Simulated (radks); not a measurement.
Results of a calculation; reference values are marked as such.
Pm III, 59 electrons, occupied as [Xe] 4f5.

Code: a radial shooting solver on a logarithmic mesh with Libxc functionals. Model: scalar-relativistic Kohn-Sham, PBEsol, spin-polarised, spherical densities, finite nucleus; open shells are filled with parallel spins first (spin-orbit coupling, left out, can overturn this in heavy ions); Fermi nuclear charge, rms radius 4.962 fm.

Energy parts (eV):
part                      energy
total                 -272546.93
kinetic                290643.63
electron-nucleus      -662036.90
Hartree                104966.80
exchange-correlation    -6120.47

Orbitals (lengths in bohr, moments of r in powers of bohr):
orbital  occ.  eigenvalue (eV)      <r^4>
1s up       1        -45010.65  1.419e-06
1s down     1        -45010.65  1.419e-06
2s up       1        -7329.029  0.0002298
2s down     1        -7329.002  0.0002298
2p up       3        -6547.837  0.0001697
2p down     3        -6547.820  0.0001697
3s up       1        -1608.203   0.009112
3s down     1        -1606.731   0.009088
3p up       3        -1362.855   0.009523
3p down     3        -1361.392   0.009493
3d up       5        -1026.057   0.007736
3d down     5        -1024.923   0.007700
4s up       1        -331.0720     0.2298
4s down     1        -327.3250     0.2295
4p up       3        -250.5742     0.3020
4p down     3        -246.8142     0.3019
4d up       5        -136.8624     0.4961
4d down     5        -133.0930     0.4994
4f up       5         -16.3181      5.677
4f down     0         -13.0592      8.812
5s up       1         -55.9126      7.840
5s down     1         -53.6159      8.300
5p up       3         -36.4353      15.22
5p down     3         -34.6829      16.47

The highest occupied level is 4f up at -16.318 eV. Summed over all electrons, <r^2> = 41.20 bohr^2, which gives a Langevin (diamagnetic) susceptibility term of -32.6 x 10^-6 cm^3/mol. The density falls to 0.001 e/bohr^3 at r = 3.55 bohr. For comparison, the ionisation energy in NIST's Atomic Spectra Database is 22.4 eV (semi-empirical). In exact Kohn-Sham theory the highest level is minus the ionisation energy, but local and semilocal functionals leave it too shallow, through self-interaction and a potential that decays too fast; potentials with the right tail come closer. The electron density at the nucleus is 5.131e+05 e/bohr^3 (large components only). The spin density at the nucleus is 0.359 e/bohr^3 (1s 0.011, 2s -0.468, 3s -8.149, 4s -0.137, 5s 9.102).
